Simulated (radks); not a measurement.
The thallium ion Tl2+, 79 electrons, occupied as [Xe] 4f14 5d10 6p(1/2: 1, 3/2: 0) (not the ground configuration).

Method: Dirac Kohn-Sham, BLYP, spin-unpolarised, spherical densities, finite nucleus; Fermi nuclear charge, rms radius 5.4759 fm; computed with a radial shooting solver on a logarithmic mesh with Libxc functionals.

Energy parts (eV):
total: -551938.26
kinetic: 639017.63
electron-nucleus: -1392662.32
Hartree: 212111.31
exchange-correlation: -10404.88

Orbitals (lengths in bohr, moments of r in powers of bohr; <r^-3> diverges for s and p1/2; r(max) is where P^2 peaks):
orbital  occ.  eigenvalue (eV)   r(max)      <r>  <r^-3>  small-component weight
1s1/2       2        -85459.89  0.01003  0.01632       -                9.51e-02
2s1/2       2        -15220.11  0.05837  0.06808       -                2.19e-02
2p1/2       2        -14616.87  0.04279  0.05589       -                2.20e-02
2p3/2       4        -12550.87  0.05039  0.06468   22400                1.94e-02
3s1/2       2        -3646.833   0.1642   0.1770       -                7.35e-03
3p1/2       2        -3373.417   0.1530   0.1674       -                7.30e-03
3p3/2       4        -2914.146   0.1684   0.1835    5262                6.55e-03
3d3/2       4        -2460.675   0.1309   0.1595   922.1                6.44e-03
3d5/2       6        -2362.575   0.1351   0.1644   756.8                6.24e-03
4s1/2       2        -828.3895   0.3694   0.3916       -                2.52e-03
4p1/2       2        -710.3603   0.3671   0.3931       -                2.42e-03
4p3/2       4        -598.6621   0.3985   0.4275    1285                2.13e-03
4d3/2       4        -405.4918   0.3902   0.4334   203.5                1.93e-03
4d5/2       6        -384.6525   0.3998   0.4445   163.1                1.86e-03
5s1/2       2        -149.6278   0.8087   0.8776       -                6.63e-04
4f5/2       6        -135.2710   0.3557   0.4645   35.24                1.49e-03
4f7/2       8        -130.6709   0.3602   0.4711   33.41                1.46e-03
5p1/2       2        -109.9477   0.8499   0.9410       -                5.76e-04
5p3/2       4         -89.6548   0.9281    1.035   229.3                4.85e-04
5d3/2       4         -35.5122    1.094    1.331   22.84                2.96e-04
5d5/2       6         -33.2424    1.128    1.380   17.73                2.76e-04
6p1/2       1         -18.2582    2.333    2.697       -                7.16e-05
6p3/2       0         -16.2638    2.584    2.964   22.56                5.98e-05

The highest occupied level is 6p1/2 at -18.258 eV. The density falls to 0.001 e/bohr^3 at r = 3.86 bohr. Summed over all electrons, <r^2> = 46.43 bohr^2, which gives a Langevin (diamagnetic) susceptibility term of -36.8 x 10^-6 cm^3/mol.
